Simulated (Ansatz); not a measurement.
Reaction (redistribution): `N[SiH2]O[SiH3]` + `[F][Ge]([F])([F])[Br]` → `[SiH3]O[SiH2]Br` + `[NH2][Ge]([F])([F])[F]`

Program: Ansatz. Geometries: PBE0-D4/def2-TZVP. ΔE: electronic, gas phase. CBS: MP2 limit from def2 TZ/QZ plus the TZ coupled-cluster correction, frozen cores. Functionals use def2-TZVPP. For Br, Ge outer-core shells are correlated without core-valence functions, which leaves a few kJ/mol of doubt a bond. Scalar relativity is left out up to krypton. One conformer a species, not always the lowest.

```csv
level,ΔE (kJ/mol)
LDA (SPW92),7.3
MP2/def2-SVP,-3.4
```

Q: What does CCSD(T)/CBS give? (An estimate is asked.)

A: The calculation gave: -1.3 kJ/mol. The listed levels differ from it by 8.6, -2.1 kJ/mol.

Largest T1 diagnostic among the species: 0.012.

From BLYP to BHLYP (50 % exact exchange), in def2-TZVPP and without D4, ΔE moves by −5.9 kJ/mol. Leaving LDA and LC-ωPBE aside and taking each functional with its dispersion term where it has one, the values, not all of them listed here, spread over 9.9 kJ/mol, from PBE-QIDH to B97M-V.
